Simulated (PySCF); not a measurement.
# Radial density of B (boron, neutral)

LDA, [He] 2s2 2p1, 2P determinant. All numbers are calculated (PySCF 2.14, the spin-free X2C one-electron Hamiltonian (Gaussian nucleus), in x2c-TZVPall (5s3p2d1f, 31 functions)).

```csv
r (bohr),4πr²ρ (e/bohr),4πr²(ρα − ρβ)
0.00489,0.02061,0.0000
0.00823,0.05636,0.0000
0.0138,0.1494,0.0000
0.0233,0.3837,-0.0001
0.0392,0.9246,-0.0002
0.0659,2.009,-0.0001
0.111,3.661,0.0009
0.186,5.001,0.0067
0.313,4.273,0.0298
0.527,1.818,0.1091
0.887,0.9934,0.2874
1.49,1.470,0.4229
2.51,0.8456,0.2674
4.22,0.1357,0.0649
7.10,0.003959,0.0030
```

Densities and radii are taken from the X2C orbitals without a picture-change correction, which distorts them close to the nucleus.
